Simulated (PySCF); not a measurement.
Species: C4H11BO2, charge 0, multiplicity 1. 
Coordinates optimised at B3LYP-D3(BJ)/def2-TZVP (Ansatz):
```xyz
18

C      0.8405     2.6236    -0.0699
C     -0.2267     1.7288     0.5634
B     -0.1774     0.1998     0.1706
O     -1.2598    -0.5491     0.5478
C     -1.4070    -1.9584     0.5458
O      0.9307    -0.2420    -0.4960
C      1.1629    -1.5009    -1.1041
H      0.7663     2.6171    -1.1593
H      1.8447     2.2793     0.1821
H      0.7474     3.6596     0.2631
H     -0.1608     1.7879     1.6573
H     -1.2289     2.1062     0.3327
H     -1.6511    -2.3324    -0.4508
H     -2.2323    -2.1997     1.2153
H     -0.5102    -2.4644     0.9073
H      1.9896    -1.3756    -1.8028
H      0.2915    -1.8533    -1.6582
H      1.4458    -2.2535    -0.3654
```
Charge 0, spin multiplicity 1.

Dispersion corrections to the total energy (kcal/mol) from the dftd3 and dftd4 libraries through PySCF: D3(BJ) without and D4 with the three-body term, each with the damping fitted for the functional named.

```json
[
 {"functional": "TPSSh", "D3(BJ)": "-9.19", "D4": "-9.85"},
 {"functional": "PBE", "D3(BJ)": "-8.08", "D4": "-7.99"},
 {"functional": "CAM-B3LYP", "D3(BJ)": "…", "D4": "-6.77"},
 {"functional": "B2GP-PLYP", "D3(BJ)": "-4.30", "D4": "-3.41"},
 {"functional": "BLYP", "D3(BJ)": "-16.43", "D4": "…"},
 {"functional": "PW6B95", "D3(BJ)": "-3.84", "D4": "…"},
 {"functional": "PBE0", "D3(BJ)": "-6.91", "D4": "-6.77"}
]
```

**Question.** Fill in the missing entries.

**Answer.** 
- CAM-B3LYP, D3(BJ): -6.09
- BLYP, D4: -17.53
- PW6B95, D4: -6.70
